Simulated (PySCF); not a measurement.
## How methods differ on the ionisation energy of Tl⁺

Tl⁺ [Xe] 4f14 5d10 6s2 (1S) → Tl²⁺ [Xe] 4f14 5d10 6s1 (2S), as a difference of total energies. Computed with PySCF 2.14 in aug-cc-pwCVTZ-DK3 with one added diffuse shell each of s, d, f type (12s10p9d6f1g, 138 functions), with the spin-free X2C one-electron Hamiltonian (Gaussian nucleus). Correlated levels: valence: [Xe] 4f14 5d10 frozen. The calculations carry no spin-orbit coupling.

| method | ionisation energy (eV) |
| --- | --- |
| UHF | 18.349 |
| MP2 (valence) | 18.916 |
| SCS-MP2 (valence) | 19.029 |
| CCSD (valence) | 19.102 |

Task: How much does correlation contribute at MP2 (valence)?

Result: 18.916 − (18.349) = 0.567 eV, measured against UHF.

With two correlated electrons CCSD is exact in that space.

For comparison: 20.428 eV (measured; NIST Atomic Spectra Database, ionization energies).
